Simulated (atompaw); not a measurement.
Pseudopotential generation for barium: PAW (atompaw), PBE, scalar-relativistic.

Ba, PAW, made with atompaw 4.2.0.5 (PBE, scalar-relativistic). Core [Kr] 4d10 5s2, reference 5p6 5d0 6s2 6p0. Waves: 6s (bound); 6s channel at 2.25 Ry; 5p (bound); 6p (bound, empty); 5d (bound, empty); 5d channel at 0.5 Ry. Local part: vpsmatchnc scheme with l = 3 at 0 Ry, radius 2.75 bohr. Core correction: smooth core density matched at 2.15 bohr. Augmentation charge: sinc compensation charge, radius 2.60 bohr; PAW radius 3.00 bohr; waves and projectors: bloechl.

All-electron outer shells of the reference configuration (PBE, scalar-relativistic, ld1.x):

```
shell  level (eV)  outermost node (bohr)  outermost maximum (bohr)
   4d      -89.68                   0.32                      0.70
   5s      -33.67                   0.80                      1.47
   5p      -18.74                   0.86                      1.67
   6s       -3.23                   1.97                      4.16
   5d       -2.02                   1.00                      2.49
   6p       -1.24                   2.36                      5.40
```

Does this generation succeed?

No. atompaw 4.2.0.5 stopped with "atompaw: The overlap operator has at least one negative eigenvalue!": the overlap operator built from these waves and projectors is not positive definite.
